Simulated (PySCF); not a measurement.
C$_{4}$H$_{9}$LiO, singlet, at a GFN2-xTB geometry (such geometries of metal compounds can be far from the true shape). Base run: PySCF with DF-PBE0/6-31G*.

PySCF was given this input:
```python
from pyscf import gto, scf, dft

mol = gto.Mole()
mol.atom = '''
    Li    0.952825    1.839100    1.901016
    O     0.432552    0.834893    0.863001
    C    -0.035026   -0.067605   -0.069881
    C     1.009963   -1.173501   -0.300873
    C    -1.341387   -0.709986    0.429250
    C    -0.307909    0.649476   -1.403933
    H     0.658894   -1.895049   -1.033882
    H     1.208243   -1.683966    0.639096
    H     1.936718   -0.725713   -0.653071
    H    -1.155500   -1.218008    1.373067
    H    -1.725533   -1.425014   -0.293488
    H    -2.084437    0.066966    0.595546
    H     0.611900    1.106872   -1.761945
    H    -1.045512    1.433593   -1.247299
    H    -0.677517   -0.046428   -2.152459
'''
mol.basis = '6-31g*'
mol.charge = 0
mol.spin = 0
mol.verbose = 4
mol.build()

mf = dft.RKS(mol)
mf.xc = 'pbe0'
mf = mf.density_fit(auxbasis='def2-universal-jkfit')
mf.kernel()
```

Variants of this job, named by their change:

```tsv
change	basis functions	E (Eh)	HOMO (eV)	HOMO-LUMO gap (eV)	dipole (D)
base	102	-240.31995	-5.72	4.74	4.94
basis = ANO-RCC-VDZP; relativity = none (without mf = mf.density_fit(auxbasis='def2-universal-jkfit'))	129	-240.39483	-5.86	4.88	5.31
basis = jorge-DZP-DKH; relativity = none (without mf = mf.density_fit(auxbasis='def2-universal-jkfit'))	135	-240.34415	-5.88	4.83	5.26
basis = ANO-RCC-VDZP; relativity = spin-free X2C (without mf = mf.density_fit(auxbasis='def2-universal-jkfit'))	129	-240.51858	-5.86	4.88	5.31
basis = ANO-RCC-VDZP; relativity = spin-free X2C; nucleus = Gaussian (with mol.nucmod = 'G'; without mf = mf.density_fit(auxbasis='def2-universal-jkfit'))	129	-240.51855	-5.86	4.88	5.31
basis = cc-pVDZ-DK; relativity = none (without mf = mf.density_fit(auxbasis='def2-universal-jkfit'))	129	-240.33362	-5.86	4.84	5.14
basis = cc-pVDZ-DK; relativity = spin-free X2C; nucleus = Gaussian (with mol.nucmod = 'G'; without mf = mf.density_fit(auxbasis='def2-universal-jkfit'))	129	-240.45244	-5.85	4.84	5.14
basis = jorge-DZP-DKH; relativity = spin-free X2C; nucleus = Gaussian (with mol.nucmod = 'G'; without mf = mf.density_fit(auxbasis='def2-universal-jkfit'))	135	-240.46084	-5.87	4.82	5.26
basis = jorge-DZP-DKH; relativity = spin-free X2C (without mf = mf.density_fit(auxbasis='def2-universal-jkfit'))	135	-240.46087	-5.87	4.82	5.26
basis = cc-pVDZ-DK; relativity = spin-free X2C (without mf = mf.density_fit(auxbasis='def2-universal-jkfit'))	129	-240.45246	-5.85	4.84	5.14
```

Total energies compare only within one method and basis.

Basis sets contracted for a relativistic Hamiltonian are a mismatch without it, so the rows without relativity aren't non-relativistic limits. No row has spin-orbit coupling; sets with core potentials leave out the core electrons.
